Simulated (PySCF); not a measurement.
TeO₃, singlet: computed properties

Level of theory: PySCF, BP86, basis Te def2-TZVP with ECP28, O def2-TZVP (scalar-relativistic core potentials, no spin–orbit coupling, density fitting).

The structure is a minimum.

Coordinates in bohr (charge 0 multiplicity 1):
```
Te    0.0000    0.0000    0.0000
O     3.4179    0.0000    0.0000
O    -1.7090    2.9599    0.0000
O    -1.7089   -2.9600    0.0000
```

* Point group: D3h
* Bond lengths: Te–O 1.809 Å (×3)
* Bond angles: O–Te–O 120.0° (×3)
* Lowest empty level: -5.87 eV
* Rotational symmetry number: 6
* Enthalpy at 298.15 K above 0 K: 14.86 kJ/mol
* Zero-point energy: 18.4 kJ/mol
* Entropy at 298.15 K and 1 bar: 293.5 J/(mol K)
* Heat capacity Cp at 298.15 K: 63.9 J/(mol K)
* Dipole moment: 0.00 D
* Principal quadrupole moments (Buckingham, traceless) about the centre of mass: -4.93, -4.93, 9.85 D Å
* Highest occupied level: -8.30 eV
* Atomisation energy without zero-point energy: 1125 kJ/mol
* Principal polarisabilities: 27.2, 52.5, 52.5 bohr³
* Rotational constants: 0.2148, 0.2148, 0.1074 cm⁻¹

Harmonic modes (masses in u: Te 129.906, O 15.995):
| symmetry | ω (cm⁻¹) | IR (km/mol, summed over degenerate members) | μ (u) |
| --- | --- | --- | --- |
| a2'' | 151 | 27.2 | 20.95 |
| e' | 232 | 45.1 | 17.67 |
| a1' | 784 | 0.0 | 15.99 |
| e' | 841 | 117 | 18.64 |

In D3h the vibrations span a2'' + 2e' + a1'. The a1' mode carries no infrared intensity, as symmetry demands.

Charges (e):
```
  atom  Mulliken  Löwdin  polar tensor  Mayer order to Te1
   Te1      1.32    1.17          1.46                   –
O2,3,4     -0.44   -0.39         -0.49                1.65
```

Mulliken populations on Te1 (electrons outside its core potential): s 3.53, p 8.39, d 10.60, f 0.17.

Counting electrons, tellurium keeps none of its valence electrons outside its bonds, so the VSEPR class is AX3 and the expected shape is trigonal planar (D3h), as computed.

The final relaxation and frequency run took 25 s on 2 threads of a shared AMD EPYC 9R45 96-Core (Zen 5) host, with 143 basis functions and 7 gradients; the process peaked at 1.3 GiB. Launch command: `OMP_NUM_THREADS=2 python axn.py task.json out`.
